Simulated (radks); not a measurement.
Valence configurations of the technetium ion Tc2+ (all share [Kr]). All-electron calculation, scalar-relativistic Kohn-Sham, r2SCAN, spin-polarised, spherical densities, finite nucleus; open shells are filled with parallel spins first (spin-orbit coupling, left out, can overturn this in heavy ions); meta-GGA in the generalised Kohn-Sham scheme; Fermi nuclear charge, rms radius 4.4112 fm. Program: a radial shooting solver on a logarithmic mesh with Libxc functionals. Energies are relative to 4d5; eigenvalues in eV for spin up.

\begin{tabular}{lrrrrr}
valence & E (eV) & moment (Bohr magnetons) & e(4d) & e(5p) & e(5s) \\ \hline
4d5 & 0.000 & 5 & -24.143 & - & - \\
4d4.5 5s0.5 & 2.871 & 5 & -25.784 & - & -19.821 \\
4d4.5 5p0.5 & 5.832 & 5 & -26.288 & -14.192 & - \\
4d4 5s1 & 5.950 & 5 & -27.397 & - & -21.036 \\
4d4 5s0.5 5p0.5 & 9.071 & 5 & -27.894 & -15.064 & -21.208 \\
4d3.5 5s1.5 & 11.009 & 4 & -28.980 & - & -21.608 \\
4d4 5p1 & 12.109 & 5 & -28.381 & -15.369 & - \\
4d3 5s2 & 15.782 & 3 & -30.486 & - & -22.048 \\
4d3 5s1.5 5p0.5 & 18.156 & 4 & -31.056 & -16.315 & -22.892 \\
4d3 5s1 5p1 & 19.582 & 5 & -31.518 & -16.904 & -23.508 \\
\end{tabular}

NIST lists [Kr] 4d5 as the ground configuration; this level of theory agrees among the configurations tried. The energies are those of spherical high-spin densities, not of single terms.
